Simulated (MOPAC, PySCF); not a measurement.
C$_{2}$H$_{5}$NO, SMILES `C/N=C/O` (N–C–O–H torsion 0°), neutral singlet in the gas phase. 

Z-matrix (Å, degrees):
```
N
C 1 1.2547
O 2 1.3482 1 122.86
H 3 0.9702 2 106.93 1 -0.02
H 2 1.0927 1 126.18 3 179.92
C 1 1.4481 2 118.60 5 -0.06
H 6 1.0920 1 109.50 2 121.39
H 6 1.0920 7 107.16 1 -118.68
H 6 1.0980 7 108.47 8 -116.92
```
Charge 0, spin multiplicity 1.

All levels are single points at this geometry (B3LYP-D3(BJ)/def2-TZVP); Pople sets use spherical d functions. Orbital energies aren't observables, and empty levels follow the basis.

| level | HOMO (eV) | LUMO (eV) | gap (eV) | dipole (D) | vertical IE, Delta-SCF (eV) |
|---|---|---|---|---|---|
| B3LYP-D3(BJ)/def2-TZVP in PySCF | -7.43 | 0.26 | 7.69 | 0.78 | – |
| B3LYP/3-21G in PySCF | -6.73 | 1.07 | 7.80 | 0.87 | – |
| B3LYP/6-31G* in PySCF | -7.06 | 0.84 | 7.90 | 0.68 | 9.80 |
| BP86/6-31G* in PySCF | -5.91 | -0.12 | 5.79 | 0.57 | – |
| M06-2X/6-31G* in PySCF | -8.72 | 2.12 | 10.84 | 0.80 | – |
| PBE/6-31G* in PySCF | -5.79 | -0.01 | 5.78 | 0.56 | 9.55 |
| SVWN5/6-31G* in PySCF | -5.88 | -0.22 | 5.66 | 0.63 | – |
| HF/6-31G* in PySCF | -10.57 | 5.42 | 15.98 | 1.02 | 9.01 |
| HF/STO-3G in PySCF | -8.36 | 8.69 | 17.05 | 0.89 | – |
| AM1 in MOPAC | -10.50 | 1.39 | 11.89 | 1.29 | – |
| PM3 in MOPAC | -10.33 | 1.15 | 11.48 | 1.23 | – |
| PM6 in MOPAC | -10.35 | 1.03 | 11.38 | 1.78 | – |
| PM7 in MOPAC | -10.49 | 1.02 | 11.52 | 1.86 | – |
